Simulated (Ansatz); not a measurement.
Ge(OH)Me3 (C₃H₁₀GeO). The state is a singlet with charge 0. Geometry PBE0-D4/def2-SVP, basis def2-TZVP, Ansatz.

```csv
atom,x (Å),y (Å),z (Å)
C1,-1.120,-0.241,1.470
C2,1.680,0.883,0.335
C3,-0.008,-1.276,-1.360
Ge4,-0.089,0.230,-0.119
O5,-0.856,1.634,-0.933
H6,-1.761,1.460,-1.210
H7,-0.622,-1.052,2.024
H8,-2.131,-0.585,1.203
H9,-1.213,0.629,2.137
H10,2.277,0.095,0.818
H11,1.605,1.737,1.024
H12,2.205,1.215,-0.572
H13,0.528,-0.987,-2.276
H14,-1.016,-1.617,-1.640
H15,0.523,-2.123,-0.900
```

```csv
run,HOMO (eV),LUMO (eV)
A,-10.02,2.03
B,-6.23,-0.16
C,-6.56,0.53
D,-6.14,-0.19
E,-7.72,0.65
```

Problem. The runs used BLYP, PBE, PBE0, r2SCAN, ωB97M-V. Estimate which is which.

Solution. A ωB97M-V (range-separated); B PBE (0 % exact exchange); C r2SCAN (0 % exact exchange); D BLYP (0 % exact exchange); E PBE0 (25 % exact exchange). Exact exchange lowers occupied and raises empty levels; among semilocal functionals meta-GGAs tend to open the gap a little, and such runs are hard to tell apart. The gap grows from 5.94 eV (BLYP) to 12.06 eV (ωB97M-V).
